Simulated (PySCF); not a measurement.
BrH5N2Sn. Atoms are numbered in the order given.

```xyz
9

Sn     0.1540    -0.6020     0.4351
N     -1.4123    -1.8729     0.1185
N      1.7495    -1.4359    -0.5270
Br    -0.2959     1.7121    -0.5365
H      0.4421    -0.4060     2.1098
H     -2.1667    -1.7375     0.7929
H     -1.8202    -1.7658    -0.8115
H      1.4432    -2.0130    -1.3122
H      2.3983    -0.7388    -0.8949
```
Charge 0, spin multiplicity 1.

The structure is a stationary point at B3LYP-D3(BJ)/def2-SVP. The def2 effective core potentials stand for the cores of Sn; spin–orbit coupling is left out. Other conformers were not sampled.

Level of theory: CAM-B3LYP/def2-TZVP run with PySCF.

Gas-phase values at a fixed geometry.

The total energy is -2901.13672 hartree. The highest occupied level is -9.01 eV and the lowest empty level comes out as -0.23 eV. The orbital gap is 8.78 eV. The dipole moment is 1.17 D. The quadrupole, principal values (traceless, Buckingham form, about the centre of nuclear charge) is -14.13, 4.96, 9.17 D·Å, the mean static polarisability is 75.0 bohr³ (11.11 Å³) and the polarisability, principal values is 64.4, 70.9, 89.7 bohr³.
